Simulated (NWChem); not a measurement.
System: GeNH₄Cl; SMILES [NH2][GeH2][Cl]

NWChem input:

```
start job
memory heap 200 mb stack 900 mb global 1100 mb
geometry units angstroms noautosym nocenter noautoz
  Ge     0.407016    -0.444851     0.051175
  N     -0.964438    -1.626905     0.181023
  Cl    -0.257139     1.596001    -0.359775
  H      1.286958    -0.854270    -1.133658
  H      1.129756    -0.394175     1.400561
  H     -1.603385    -1.470878     0.956146
  H     -1.503283    -1.766196    -0.669581
end
basis spherical
  * library def2-svpd
end
dft
  xc xpbe96 cpbe96
  iterations 150
end
property
  response 1 0.0
end
task dft property
```

Parts of the log:

```
             Northwest Computational Chemistry Package (NWChem) 7.3.0
             --------------------------------------------------------

                             Geometry "geometry" -> ""
                             -------------------------

 Output coordinates in angstroms (scale by  1.889725989 to convert to a.u.)

  No.       Tag          Charge          X              Y              Z
 ---- ---------------- ---------- -------------- -------------- --------------
    1 Ge                  32.0000     0.40701600    -0.44485100     0.05117500
    2 N                    7.0000    -0.96443800    -1.62690500     0.18102300
    3 Cl                  17.0000    -0.25713900     1.59600100    -0.35977500
    4 H                    1.0000     1.28695800    -0.85427000    -1.13365800
    5 H                    1.0000     1.12975600    -0.39417500     1.40056100
    6 H                    1.0000    -1.60338500    -1.47087800     0.95614600
    7 H                    1.0000    -1.50328300    -1.76619600    -0.66958100

 Effective nuclear repulsion energy (a.u.)     274.0992749086

  pbe96 is a nonlocal functional; adding pw91lda local functional.
                              NWChem Property Module
                              ----------------------

                                 NWChem DFT Module
                                 -----------------

 Summary of "ao basis" -> "ao basis" (spherical)
 ------------------------------------------------------------------------------
       Tag                 Description            Shells   Functions and Types
 ---------------- ------------------------------  ------  ---------------------
 Ge                        def2-svpd                14       38   6s4p4d
 N                         def2-svpd                 8       20   4s2p2d
 Cl                        def2-svpd                11       27   5s4p2d
 H                         def2-svpd                 4        8   2s2p

            General Information
            -------------------
          SCF calculation type: DFT
          Wavefunction type:  closed shell.
          No. of atoms     :     7
          No. of electrons :    60
           Alpha electrons :    30
            Beta electrons :    30
          Charge           :     0
          Spin multiplicity:     1
          Use of symmetry is: off; symmetry adaption is: off
          Maximum number of iterations: 150
          AO basis - number of functions:   117
                     number of shells:    49
          Convergence on energy requested:  1.00D-06
          Convergence on density requested:  1.00D-05
          Convergence on gradient requested:  5.00D-04

              XC Information
              --------------
          PerdewBurkeErnzerhof Exchange Functional  1.000
            Perdew 1991 LDA Correlation Functional  1.000 local
           PerdewBurkeErnz. Correlation Functional  1.000 non-local

             Grid Information
             ----------------
          Grid used for XC integration:  medium
          Radial quadrature: Mura-Knowles
          Angular quadrature: Lebedev.
          Tag              B.-S. Rad. Rad. Pts. Rad. Cut. Ang. Pts.
          ---              ---------- --------- --------- ---------
          Ge                  1.25      112          11.0       590
          N                   0.65       49          12.0       434
          Cl                  1.00       88          11.0       590
          H                   0.35       45          12.0       434
          Grid pruning is: on
          Number of quadrature shells:   429
          Spatial weights used:  Erf1

      Superposition of Atomic Density Guess
      -------------------------------------

 Sum of atomic energies:       -2590.61488864

      Non-variational initial energy
      ------------------------------

 Total energy =   -2591.572679
 1-e energy   =   -4151.438136
 2-e energy   =    1285.766182
 HOMO         =      -0.361310
 LUMO         =       0.037814

   convergence    iter        energy       DeltaE   RMS-Dens  Diis-err
 ---------------- ----- ----------------- --------- --------- ---------
 d= 0,ls=0.0,diis     1  -2593.3380385472 -2.87D+03  1.89D-02  5.82D-01
 d= 0,ls=0.0,diis     2  -2593.2833580807  5.47D-02  1.16D-02  8.81D-01
 d= 0,ls=0.0,diis     3  -2593.3882871395 -1.05D-01  3.34D-03  1.34D-01
 d= 0,ls=0.0,diis     4  -2593.4002900706 -1.20D-02  1.18D-03  1.56D-02
 d= 0,ls=0.0,diis     5  -2593.4021861145 -1.90D-03  4.03D-04  2.25D-03
  Resetting Diis
 d= 0,ls=0.0,diis     6  -2593.4024512922 -2.65D-04  5.17D-05  5.04D-05
 d= 0,ls=0.0,diis     7  -2593.4024546614 -3.37D-06  2.30D-05  1.70D-06
 d= 0,ls=0.0,diis     8  -2593.4024546362  2.52D-08  1.09D-05  2.93D-06
 d= 0,ls=0.0,diis     9  -2593.4024548577 -2.21D-07  2.14D-06  5.66D-08

         Total DFT energy =    -2593.402454857707
      One electron energy =    -4152.030457882419
           Coulomb energy =     1399.616079368921
    Exchange-Corr. energy =     -115.087351252828
 Nuclear repulsion energy =      274.099274908619

 Numeric. integr. density =       60.000017520963

                       DFT Final Molecular Orbital Analysis
                       ------------------------------------

[...]

 DFT Linear Response polarizability / au
 Frequency  =       0.0000000 / au
              X              Y              Z
 -----------------------------------------------
 X      53.4252983      0.1910379      0.1791759
 Y       0.1909715     66.6189031     -3.0148923
 Z       0.1791873     -3.0148876     50.4809723
 -----------------------------------------------
 Eigenvalues =      53.4361578     67.1655254     49.9234906
 Isotropic   =      56.8417246
 Anisotropic =      15.7816686
 -----------------------------------------------

 Magnetic Dipole Response Matrix (nonzero elements):

 Exiting AOResponse driver routine
```

Level: PBE/def2-SVPD. All runs use the structure optimised with PBE0/def2-SVP.
